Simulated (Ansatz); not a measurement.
`F[SiH](Cl)[GeH2][Cl]` + `[NH2][GeH2][Cl]` → `F[SiH](Cl)[NH][GeH2][Cl]` + `[Cl][GeH3]`  (cleavage of the Si–Ge bond)

Program: Ansatz. Geometries: PBE0-D4/def2-TZVP. ΔE: electronic, gas phase. CCSD(T)/CBS is the MP2 limit (def2-TZVPP, def2-QZVPP) plus CCSD(T) − MP2 in def2-TZVPP, frozen cores. Functionals use def2-TZVPP. For Ge outer-core shells are correlated without core-valence functions, which leaves a few kJ/mol of doubt a bond. Scalar relativity is left out up to krypton. Each species was taken in one conformer, which may not be the lowest.

`F[SiH](Cl)[GeH2][Cl]`:

```xyz
8

F     0.668    1.339   -1.702
Si   -0.319    1.056   -0.486
Cl    0.082    2.382    1.007
Ge    0.066   -1.156    0.324
Cl    2.073   -1.168    1.116
H    -1.701    1.295   -0.961
H     0.010   -2.225   -0.777
H    -0.878   -1.522    1.479
```

`[NH2][GeH2][Cl]`:

```xyz
7

N     0.778    0.893    0.170
Ge   -0.162   -0.604   -0.254
Cl   -2.190   -0.576    0.534
H     0.944    1.027    1.157
H     0.417    1.750   -0.225
H     0.520   -1.811    0.393
H    -0.307   -0.678   -1.775
```

`F[SiH](Cl)[NH][GeH2][Cl]`:

Cartesian coordinates in Å:
```
F 1.322 1.330 -1.936
Si 0.012 0.535 -1.511
Cl 0.342 -1.411 -2.016
N -0.278 0.626 0.157
Ge 0.193 -0.539 1.489
Cl -1.371 -1.997 1.753
H -1.099 1.105 -2.290
H -0.858 1.393 0.466
H 0.278 0.248 2.800
H 1.460 -1.290 1.089
```

`[Cl][GeH3]`:

Z-matrix (Å, degrees):
```
Ge
Cl 1 2.155
H 1 1.532 2 107.1
H 1 1.532 2 107.1 3 -120.0
H 1 1.532 2 107.1 3 120.0
```

Problem. Is it downhill or uphill in electronic energy at CCSD(T)/CBS, and by how much? (An estimate is asked.)

Solution. The calculation gave: Downhill: ΔE = -18.7 kcal/mol.

Problem. What do these levels give: PBE-D4, r2SCAN-D4, ωB97X-V, B2PLYP, PBE, r2SCAN, PBE0, SCS-MP2/def2-TZVPP, CCSD(T)/def2-TZVPP, MP2/def2-QZVPP, HF/CBS(def2), MP2/CBS(def2)? (Estimate.)

Solution. The calculation gave: PBE-D4 -13.6, r2SCAN-D4 -17.1, ωB97X-V -18.3, B2PLYP -18.1, PBE -12.9, r2SCAN -16.9, PBE0 -15.2, SCS-MP2/def2-TZVPP -20.4, CCSD(T)/def2-TZVPP -19.3, MP2/def2-QZVPP -20.1, HF/CBS(def2) -22.0, MP2/CBS(def2) -19.8 kcal/mol.

Largest T1 diagnostic among the species: 0.011.

In def2-TZVPP, CCSD(T) changes the Hartree–Fock value by +2.3 kcal/mol (the triples alone add +0.3 kcal/mol) and MP2 by +1.2 kcal/mol. The D4 term adds −1.1 kcal/mol with B3LYP and −0.6 kcal/mol with PBE0; it sums over pairs of atoms, weighted by their polarisabilities, and B3LYP, whose exchange is more repulsive, gets the larger term.

B3LYP here is the variant with VWN-RPA as its local correlation; programs differ in this.
